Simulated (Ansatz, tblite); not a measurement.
Removing and adding an electron: B₆P₄Cl₆, a halide-capped nanocrystal cut from zinc blende BP (6 Cl on the cations). Total charge 0; singlet. Geometry: PBE-D4/def2-SVP. Ansatz, gas phase; energy differences of separate SCF runs; the oxidised species was run as a doublet alone; the reduced species was run as a doublet alone.

```xyz
16

P    -0.670   -2.053    0.850
P     0.671   -0.295   -1.882
P     1.514    0.694    1.397
P    -1.786    1.238    0.197
B     0.800   -1.089    1.679
B     1.430    0.882   -0.541
B     0.577   -1.755   -0.596
B    -1.837   -0.692    0.130
B    -0.974    0.715   -1.520
B    -0.156    1.664    1.154
Cl    1.701   -2.007    2.889
Cl    2.061    2.422   -1.155
Cl    1.936   -2.883   -0.751
Cl   -3.220   -1.383   -0.739
Cl   -1.858    1.249   -2.946
Cl   -0.189    3.294    1.834
```

The xTB rows come from tblite. HOMO above LUMO, or a gap near zero within one spin, warns that the state may not be the lowest or that an electron is smeared out.

```tsv
level	−HOMO (eV)	vertical IE (eV)	−LUMO (eV)	vertical EA (eV)	HOMO–LUMO gap (eV)	IE − EA (eV)
GFN2-xTB	10.85	12.45	9.51	7.76	1.34	4.69
PBE0-D4/def2-SVP	7.39	8.84	4.08	2.79	3.31	6.06
```

Q: Estimate the rows for GFN1-xTB, PBE-D4/def2-SVP.

A: 
```tsv
level	−HOMO (eV)	vertical IE (eV)	−LUMO (eV)	vertical EA (eV)	HOMO–LUMO gap (eV)	IE − EA (eV)	remarks
GFN1-xTB	10.95	12.99	9.34	7.34	1.61	5.66	–
PBE-D4/def2-SVP	6.22	8.32	4.61	2.67	1.60	5.65	gap within one spin near zero (+1 doublet)
```

Relaxing the oxidised species (PBE-D4/def2-SVP) changes its energy by -0.46 eV at PBE-D4/def2-SVP, so the adiabatic ionisation energy to this nearest minimum is 7.87 eV. At PBE0-D4/def2-SVP it is 8.18 eV.     Raw xTB energy differences between charge states are shifted by several eV; the methods need an empirical correction for them. Sets without diffuse functions give affinities that are too small.
